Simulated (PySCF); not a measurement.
## [Tm(H2O)4]2+ at several levels of theory

Computed with PySCF 2.14.0 (density fitting, no spin-orbit coupling) at the geometry relaxed with PBE0:

```xyz
13
[Tm(H2O)4]2+ (singlet in the valence; each metal's 4f electrons, 13 of them, lie in its core potential, out of spins and levels)
Tm    0.0001    0.0000    0.0000
O     1.4431    1.4166    1.3528
H     2.2481    1.1692    1.8358
H     1.3486    2.3676    1.5260
O    -1.4428   -1.3529    1.4166
H    -1.3472   -1.5268    2.3679
H    -2.2498   -1.8343    1.1688
O     1.4431   -1.4166   -1.3528
H     1.3486   -2.3676   -1.5260
H     2.2481   -1.1692   -1.8358
O    -1.4428    1.3529   -1.4166
H    -2.2498    1.8343   -1.1688
H    -1.3472    1.5268   -2.3679
```

```csv
level,basis,state,HOMO (eV),gap (eV),charge on Tm1 (e),population of f-type functions on Tm1 (polarisation alone where 4f lies in the core),dipole about the centre of mass (D),largest force component (eV/Å)
PBE0,"Tm lcecp-0-SVP with ECP59, O def2-SVP, H def2-SVP",singlet,–,–,1.21,0.01,0.00,0.02
B3LYP,the same,singlet,–,–,1.16,0.01,0.00,0.19
r2SCAN,the same,singlet,–,–,1.20,0.01,0.00,0.13
```

In the lcecp rows the 4f levels are missing from HOMO and gap, and the state counts the valence alone.

Charges are Mulliken's, which hang on the basis. The relaxation used the grid (50, 194), these runs (75, 302) or, all-electron (x2c bases, spin-free X2C Hamiltonian), (99, 590).

Problem. What does PBE0 with Tm lcecp-0-TZVP with ECP59, O def2-TZVP, H def2-TZVP give here?

Solution. state singlet, charge on Tm1 (e) 1.63, population of f-type functions on Tm1 (polarisation alone where 4f lies in the core) 0.02, dipole about the centre of mass (D) 0.00, largest force component (eV/Å) 0.22. Time: 30 s on 2 threads of Arm Neoverse V2, with other jobs on the host, from free ions and atoms.

A frequency check found unstable modes (1, the lowest at -45 cm⁻¹), so the relaxed geometry is probably a saddle point. An lcecp potential fixes the number of 4f electrons, so in runs with it no electron can move into or out of that shell.
